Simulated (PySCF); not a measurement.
Level of theory: PBE-D3(BJ)/def2-TZVP // TPSS-D3(BJ)/def2-SVP (PySCF 2.14.0). Gas-phase values, no solvent. One relaxed conformer stands for a flexible species; it need not be the lowest. 

Reference species: [Mo(F)5(OH)] (neutral, multiplicity 1).

The coordination number is 6, the HOMO–LUMO gap is 3.94 eV and the LUMO is -5.63 eV.

After one change: the coordination number is nearly the same; the HOMO–LUMO gap rises by 0.43 eV; the LUMO drops by 0.68 eV.

Q: Which change was made? The new species is one of these.
(A) [Mo(F)6]
(B) [Mo(OH)6]
(C) [Mo(F)3(OH)3]
(D) [Mo(F)4(OH)2]

A: A, [Mo(F)6]
